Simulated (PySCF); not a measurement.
C3H6OSi.
SMILES with atom numbers: `[CH2:1]=[CH:2][SiH2:3][CH:4]=[O:5]` (hydrogens: H6, H7 on C1; H8 on C2; H9, H10 on Si3; H11 on C4)

Method: PySCF, PBE0-D3(BJ)/def2-SVP geometry optimisation, gas phase; density fitting, grid level 1; the optimiser is geomeTRIC in internal coordinates, started from a GFN2-xTB structure with every atom displaced at random (about 0.01 Å).

Geometry at step 1:
```
atom  x, y, z in Å
C1     -1.6386    0.8868   -0.9516
C2     -0.9284    0.1768   -0.0596
Si3     0.7619   -0.5474   -0.3644
C4      1.9868    0.3346    0.8477
O5      2.5094   -0.2175    1.7849
H6     -1.2903    1.0397   -1.9774
H7     -2.6094    1.3181   -0.6987
H8     -1.3456    0.0619    0.9524
H9      1.1570   -0.2697   -1.7852
H10     0.8079   -2.0136   -0.0858
H11     2.1909    1.4374    0.6617
```

Task: What forces act on the atoms?

Result: 
```
atom  Fx (eV/Å)  Fy (eV/Å)  Fz (eV/Å)
  C1      0.242     -0.314      0.168
  C2     -0.196      0.244      0.017
 Si3     -0.030     -0.106     -0.130
  C4      0.213      0.167      0.053
  O5     -0.130      0.066     -0.151
  H6      0.039      0.047     -0.044
  H7     -0.108      0.066      0.019
  H8     -0.012     -0.020     -0.070
  H9      0.028      0.023      0.091
 H10      0.014      0.034      0.020
 H11     -0.060     -0.205      0.027
```

The largest, 0.43 eV/Å, acts on C1; the rms over all components is 0.125 eV/Å. The forces sum to zero within rounding, as they must for an isolated molecule in no field.

Task: Give the force on C1 in Eh/bohr and in nN.

Result: 0.431 eV/Å ÷ 51.422 = 0.00838 Eh/bohr, and 0.431 eV/Å × 1.602 = 0.69 nN.

Task: How far is this geometry from the end of the optimisation?

Result: 0.008 eV above it, and 0.053 Å rms away after alignment. The bonds farthest from their final lengths, with half the difference of the two atoms' forces along the bond (positive lengthens):

```csv
bond,now (Å),final (Å),force along bond (eV/Å)
C4–H11,1.137,1.130,-0.20
C1=C2,1.343,1.339,-0.31
Si3–H9,1.501,1.497,-0.09
C1–H7,1.092,1.095,+0.21
C2–Si3,1.864,1.867,+0.16
C2–H8,1.101,1.098,-0.06
```

The angle farthest from its final value is C1–C2–Si3, 125.2° against 123.4°.

The cost below is that of the whole optimisation. On Arm Neoverse V2, one thread, no GPU, shared host, this took 20 s wall and 0.43 GiB of memory at its peak.
